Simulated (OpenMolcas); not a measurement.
## Co5+, Rh5+, Ir5+: d⁴ down the group

```json
{
  "Program": "OpenMolcas",
  "Method": "CASSCF",
  "Basis": "ANO-RCC-VTZP",
  "Scalar Hamiltonian": "DKH2, point nucleus",
  "Spin-orbit coupling": "state interaction with AMFI integrals over the reference wave functions, term energies averaged over their components"
}
```

Active space for each ion: 4 electrons in 5 orbitals (d).

Computed levels in cm-1 above ⁵D₀:

| Level | Co5+ | Rh5+ | Ir5+ |
| --- | --- | --- | --- |
| ⁵D₁ | 217 | 631 | 5211 |
| ⁵D₂ | 636 | 1687 | 9901 |
| ⁵D₃ | 1231 | 3002 | 13640 |
| ⁵D₄ | 1977 | 4481 | 16204 |
| ³H₄ | 30771 | 22256 | 25796 |
| ³H₅ | 31235 | 23705 | 32085 |
| ³H₆ | 31735 | 24873 | 34820 |
| ³P₀(1) | 32571 | 21824 | 24278 |
| ³P₁(1) | 33850 | 24948 | 33023 |
| weight of ⁵D in the lowest level (%) | 100 | 97 | 67 |

Mixed levels, with the weight of the term that names them: Ir5+ ⁵D₀ (67 %), Ir5+ ⁵D₄ (70 %), Ir5+ ³H₄ (58 %), Ir5+ ³H₆ (74 %), Ir5+ ³P₀(1) (53 %).

Measured, with the error of the calculation in %. Measured levels: Co5+ from Sugar and Corliss, J. Phys. Chem. Ref. Data 10, 1097 (1981).

```
 Level           Co5+
   ⁵D₁     204 (+6.6)
   ⁵D₂     589 (+8.0)
   ⁵D₃    1125 (+9.4)
   ⁵D₄   1782 (+11.0)
   ³H₄   28377 (+8.4)
   ³H₅   28806 (+8.4)
   ³H₆   29234 (+8.6)
³P₀(1)  27166 (+19.9)
³P₁(1)  28462 (+18.9)
```

The fine-structure level ⁵D₄ changes by a factor of 8.2 from Co5+ to Ir5+.

Without spin-orbit coupling ³H lies 30145, 21196, 19396 cm-1 above ⁵D in that order; the difference to the level ³H₄, of either sign, comes from spin-orbit coupling, which also lowers the zero.

Without dynamic correlation excited terms often stand tens of per cent too high (terms of higher spin than the ground term too low), and those without a measured partner can miss by more than the paired ones. Computed and measured levels are paired by configuration, term and J; levels that our copy of the source lacks, or whose pairing is in doubt (as where it misses far off the trend of its configuration), stay unpaired and out of the deviations. Levels of configurations outside the active space are missing.

A number in round brackets counts repeated terms of one configuration in the order of the reference energies.
